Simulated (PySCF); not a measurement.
A PySCF run on SbAs

State: ¹Σ⁺ (singlet), closed shell.

An equivalent input (the run itself took its basis sets from the Basis Set Exchange, started from a PBE0 density and held the occupation σ 12α 12β, πx 6α 6β, πy 6α 6β, δx 2α 2β, δy 2α 2β):

```python
from pyscf import gto, dft
mol = gto.M(atom='Sb 0 0 0; As 0 0 2.301', basis={'Sb': 'def2-SVP', 'As': 'def2-SVP'}, ecp={'Sb': 'def2-SVP'},
            charge=0, spin=0, verbose=4, symmetry='C2v')
mf = dft.UKS(mol, xc='R2SCAN')
mf.grids.atom_grid = (80, 434)
mf.grids.prune = dft.gen_grid.treutler_prune
mf.irrep_nelec = {'A1': (14, 14), 'A2': (2, 2), 'B1': (6, 6), 'B2': (6, 6)}
mf.conv_tol = 1e-9
mf.max_cycle = 60
mf.diis_space = 10
mf.kernel()
```

The log (some set-up lines and the per-cycle HOMO/LUMO lines removed):

```
******** <class 'pyscf.dft.uks_symm.SymAdaptedUKS'> ********
method = SymAdaptedUKS
damping factor = 0
level_shift factor = 0
DIIS = <class 'pyscf.scf.diis.CDIIS'>
diis_start_cycle = 1
diis_space = 10
diis_damp = 0
SCF conv_tol = 1e-09
SCF conv_tol_grad = None
SCF max_cycles = 60
number electrons alpha = 28  beta = 28
Set gradient conv threshold to 3.16228e-05
init E= -2475.94965043253
cycle= 1 E= -2475.95063505486  delta_E= -0.000985  |g|= 0.0111  |ddm|= 0.0698
cycle= 2 E= -2475.94930783028  delta_E= 0.00133  |g|= 0.039  |ddm|= 0.0603
cycle= 3 E= -2475.95062183  delta_E= -0.00131  |g|= 0.0112  |ddm|= 0.0607
cycle= 4 E= -2475.95070035085  delta_E= -7.85e-05  |g|= 0.00102  |ddm|= 0.0107
cycle= 5 E= -2475.95070132447  delta_E= -9.74e-07  |g|= 6.5e-05  |ddm|= 0.00154
cycle= 6 E= -2475.95070132821  delta_E= -3.74e-09  |g|= 1.57e-05  |ddm|= 0.00011
cycle= 7 E= -2475.9507013284  delta_E= -1.89e-10  |g|= 3.11e-06  |ddm|= 2.72e-05
Extra cycle  E= -2475.95070132816  delta_E= 2.39e-10  |g|= 1.68e-05  |ddm|= 2.47e-05
converged SCF energy = -2475.95070132816  <S^2> = 7.1054274e-15  2S+1 = 1
```

Repeating this along the bond gives Re = 2.299 Å and ωe = 367 cm⁻¹.

A point of this curve took 1.5 CPU seconds beside 0.28 for the integrals, on Arm Neoverse V1 (shared host).

Spin–orbit coupling is left out.
